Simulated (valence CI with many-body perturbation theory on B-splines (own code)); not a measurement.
**Al6+: what each term of the Hamiltonian does**

Computed by valence CI with perturbative core correlation (CI+MBPT): five valence electrons over a frozen Dirac-Fock core [He], radial functions for each j: 9 s, 9 p, 8 d, 6 f, 3 g, 1 h, with the one-electron correlation potential Σ1, the two-electron term Σ2, the three-electron term Σ3, Breit, model QED; selected CI, second order for the rest, scaled by the run's own slope (own B-spline code, finite nucleus).

Set against measurement, 27 paired levels are off by 253 cm⁻¹ on average, the worst by 601. These come from a selection out of NIST levels in Kelleher and Podobedova, J. Phys. Chem. Ref. Data 37, 709 (2008); Martin and Zalubas, J. Phys. Chem. Ref. Data 8, 817 (1979). Levels without a partner in it may be off by more. Among the levels kept, up to 2700 cm⁻¹ of a level comes from second order outside the variational space, and about a tenth of that is noise between levels of different J, which matters for small intervals. 1 measured level below the end of the list, from 1318010 cm⁻¹ on, found no clear computed partner, and computed levels of the same name lie up to 2685 cm⁻¹ from them.

Each rung adds one term. CI alone is the Dirac-Coulomb CI over the frozen core; QED comes last and gives the full result, which names the levels. Energies are above 2s²2p³ ⁴S°_3/2 on the same rung, in eV.

| Level | CI alone |
| --- | --- |
| 2s²2p³ ²D°_3/2 | 7.74 |
| 2s²2p³ ²D°_5/2 | 7.78 |
| 2s²2p³ ²P°_1/2 | 11.73 |
| 2s²2p³ ²P°_3/2 | 11.77 |
| 2s2p⁴ ⁴P_5/2 | 34.94 |
| 2s2p⁴ ⁴P_3/2 | 35.24 |
| 2s2p⁴ ⁴P_1/2 | 35.42 |
| 2s2p⁴ ²D_5/2 | 48.16 |
| 2s2p⁴ ²D_3/2 | 48.16 |
| 2s2p⁴ ²S_1/2 | 56.47 |
| 2s2p⁴ ²P_3/2 | 59.76 |
| 2s2p⁴ ²P_1/2 | 60.14 |
| 2p⁵ ²P°_3/2 | 91.89 |
| 2p⁵ ²P°_1/2 | 92.40 |
| 2s²2p²3s ⁴P_1/2 | 142.06 |
| 2s²2p²3s ⁴P_3/2 | 142.26 |

Problem. What do these energies become with core correlation, Breit and QED?

Solution. 2s²2p³ ²D°_3/2 7.76 (+0.021); 2s²2p³ ²D°_5/2 7.77 (-0.011); 2s²2p³ ²P°_1/2 11.78 (+0.043); 2s²2p³ ²P°_3/2 11.81 (+0.034); 2s2p⁴ ⁴P_5/2 34.75 (-0.193); 2s2p⁴ ⁴P_3/2 35.05 (-0.189); 2s2p⁴ ⁴P_1/2 35.22 (-0.200); 2s2p⁴ ²D_5/2 47.89 (-0.272); 2s2p⁴ ²D_3/2 47.89 (-0.261); 2s2p⁴ ²S_1/2 56.25 (-0.220); 2s2p⁴ ²P_3/2 59.30 (-0.466); 2s2p⁴ ²P_1/2 59.67 (-0.474); 2p⁵ ²P°_3/2 91.28 (-0.612); 2p⁵ ²P°_1/2 91.76 (-0.638); 2s²2p²3s ⁴P_1/2 142.19 (+0.136); 2s²2p²3s ⁴P_3/2 142.39 (+0.123).

Problem. How does the ionisation energy move along the ladder, and which term matters most?

Solution. CI alone 241.60, + Σ1 241.78, + Σ2 241.79, + Σ3 241.73, + Breit 241.72, + QED 241.72 eV. The largest step is Σ1, 0.18 eV. NIST lists 241.76 ± 0.09 eV (semi-empirical).
